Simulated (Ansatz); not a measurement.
## Molecular dynamics of BBrClH$_{3}$

Input file:

```yaml
crystal:
  periodic: [false, false, false]
  atoms:
    - { symbol: B, position_ang: [0.012055, -0.233336, 0.096927] }
    - { symbol: Cl, position_ang: [0.003107, 0.281898, 1.998495] }
    - { symbol: H, position_ang: [1.060209, 0.072117, -0.40067] }
    - { symbol: H, position_ang: [-1.05761, 0.00336, -0.392319] }
    - { symbol: Br, position_ang: [0.082584, -2.347385, 0.52417] }
    - { symbol: H, position_ang: [0.054556, -1.290253, 1.821699] }
basis:
  gaussian: { orbitals: def2-SVP }
hamiltonian:
  xc: pbe0
  dispersion: d4
md:
  timestep: 0.5
  n_steps: 200
  ensemble: nve
  temperature: 300.0
  initial_velocities: maxwell_boltzmann
  seed: 6326
```

Command:

```bash
$ ansatz run input.yaml --threads 1 --pin off --max-ram 2048MiB --backend cpu --events-out ev --progress --plain --runs-dir out
```

It starts at the highest image of a converged band, a first-order saddle point between two minima.

Output, in part (step lines, the closing report, with atoms numbered from 0):

```
md step     0: t =     0.00 fs  T =   300.0 K  F+E_penalty+E_count = -83268.00986757 eV  E_kin = 0.155112 eV  conserved = -83267.85475557 eV  (25 SCF iters)
[... lines left out ...]
Total energy: -83268.39691087 eV, -3060.0571451277 hartree
Atom 0 at    -0.052268     0.560483     0.427428 Å, force     0.579207     0.260250    -0.577365 eV/Å
Atom 1 at     0.000254     0.865628     2.161904 Å, force    -0.075085    -0.162849    -0.446505 eV/Å
Atom 2 at     0.959339     0.800549    -0.255680 Å, force    -0.655403    -0.181844     0.621085 eV/Å
Atom 3 at    -1.080191     0.197407    -0.109641 Å, force     0.145160     0.113122     0.338025 eV/Å
Atom 4 at     0.103150    -2.716467     0.407016 Å, force    -0.177137     0.222152     0.263412 eV/Å
Atom 5 at    -0.662068    -1.997743     1.389585 Å, force     0.183259    -0.250831    -0.198652 eV/Å
Dipole moment:    -0.115376    -0.010961     0.038558 e Å
```

The steps, from the saved trajectory:

```tsv
time (fs)	T (K)	potential energy less start (eV)	conserved less start (meV/atom)
0	300	0.000	0.00
3	202	0.051	0.07
6	153	0.077	0.05
9	183	0.061	0.08
12	306	-0.003	0.00
15	322	-0.011	0.08
18	443	-0.074	-0.03
21	335	-0.017	0.10
24	508	-0.107	0.00
27	568	-0.138	0.06
30	649	-0.181	-0.05
33	501	-0.103	0.07
36	503	-0.105	0.04
39	576	-0.142	0.00
42	637	-0.174	0.01
45	671	-0.192	0.02
48	626	-0.168	0.08
51	757	-0.236	-0.04
54	776	-0.246	0.07
57	917	-0.319	-0.03
60	833	-0.275	0.10
63	983	-0.354	-0.05
66	947	-0.334	0.11
69	1113	-0.421	-0.06
72	981	-0.352	0.09
75	1067	-0.397	-0.03
78	993	-0.358	0.11
81	1136	-0.433	-0.05
84	1038	-0.381	0.07
87	1054	-0.390	0.00
90	954	-0.338	0.07
93	997	-0.360	-0.01
96	1004	-0.364	0.03
99	1011	-0.367	0.03
```

The run went to its last step. The conserved energy stayed within 0.12 meV per atom of its start (net change -0.029 meV per atom), so the integration is sound. The kinetic energy rose, since the run started high on the potential surface and went downhill. It ends in pieces (BClH2 + BrH), so much of that is their flight and rotation, not heat. A run of 0.1 ps of so small a system gives no equilibrium averages. The orbitals stay closed-shell, which can raise the energy where a bond breaks towards radicals; this wasn't checked here.

Between its relaxed ends the band would form B1–Br5, Cl2–H6 and break B1–Cl2, Br5–H6. These pairs go: B1–Br5 2.16 → 3.28 Å, Cl2–H6 1.58 → 3.04 Å, B1–Cl2 1.97 → 1.76 Å, Br5–H6 1.67 → 1.44 Å. In the last frame they stand as before the step (other bonds may differ from the relaxed reactants and products). It ends as BClH2 + BrH. Pairs count as bonded within 1.25 times the sum of covalent radii (0.12 Å more for H–H).

Last frame:

```xyz
6
Properties=species:S:1:pos:R:3
B -0.052 0.560 0.427
Cl 0.000 0.866 2.162
H 0.959 0.800 -0.256
H -1.080 0.197 -0.110
Br 0.103 -2.716 0.407
H -0.662 -1.998 1.390
```

Time of the run: 9.2 min on 1 thread of Arm Neoverse V1, on a shared host, peak memory 0.16 GiB.
